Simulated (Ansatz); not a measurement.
The cluster Ti2O4⁻, relaxed as a quartet with UKS PBE-D4/def2-SVPD in Ansatz, starting from the PBE-D4/def2-SVPD geometry of the charge -1 doublet. Force threshold 0.02 eV/Å.

The highest occupied level of the charge -1 quartet lies above zero (up to 0.40 eV). It is a level of α spin, whose loss leaves a triplet; that state wasn't run at this geometry and level. The electron is either unbound and held by the finite basis, or the level is raised by self-interaction error. The gap within one spin of the charge -1 quartet nearly closes, so an electron or hole may be smeared out by delocalisation error. The relaxation made no stability test and no search for a lower SCF solution. At PBE-D4/def2-SVPD a doublet of charge -1 lies 2.94 eV below the quartet, each at its own geometry. Another isomer (doublet) lies 0.04 eV lower at PBE0-D4/def2-TZVPD.

Start:

```xyz
6

Ti   -1.297    0.272   -0.268
Ti    1.297   -0.273    0.268
O    -2.461    1.312    0.333
O    -0.365   -0.900    0.849
O     0.364    0.899   -0.850
O     2.463   -1.312   -0.332
```

Task: Estimate the energy that the relaxation releases and the steps that it takes.

Result: 4.2 kcal/mol, in 6 steps; 21 s on 4 threads of Arm Neoverse V2 on a shared host. No frequencies were taken in this run, so the end may be a saddle point.

Task: Does the start keep its bonding and symmetry?

Result: By distances, no bond broke or formed. The bond that changes most is Ti2–O6, from 1.67 to 1.75 Å (atoms count from 1). Point group C2h at the start, C2h at the end, both within 0.05 Å.

Task: Predict the relaxed structure.

Result: 
Cartesian coordinates in Å:
```
Ti -1.3011 0.2349 -0.3096
Ti 1.3011 -0.2349 0.3096
O -2.4774 1.3419 0.3578
O -0.3622 -0.8937 0.8441
O 0.3622 0.8937 -0.8441
O 2.4774 -1.3419 -0.3578
```
Bond lengths (bridged metal pairs left out): 6 × O–Ti 1.75 to 1.87 Å.
